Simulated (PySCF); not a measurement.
CH3Mg, SMILES [CH3][Mg], multiplicity 2. The structure is a stationary point at PBE-D3(BJ)/def2-TZVP. The multiplicity is an assumed one; other spin states were not compared. The isomer is the one that the SMILES or the coordinates give; other isomers of the formula were not compared.

The numbers are results of PBE-D3(BJ)/def2-TZVP (PySCF), not measurements.

Harmonic wavenumbers (cm⁻¹): 476, 493, 493, 1040, 1388, 1388, 2953, 3048, 3048. Rotational constants (GHz): 156.6, 10.69, 10.69; symmetry number 3.

Work out the zero-point energy and the ideal-gas rigid-rotor harmonic-oscillator thermochemistry at 298.15 K and 1 atm.

ZPE = ½ Σ hcν = ½ × 14325 cm⁻¹ = 20.48 kcal/mol. H − E(el) = 23.32 kcal/mol. Entropy in cal/(mol K): translation 36.94, rotation 18.24, vibration 2.19, spin 1.38, total 58.75. G − E(el) = 5.80 kcal/mol. Cp = 12.34 cal/(mol K).
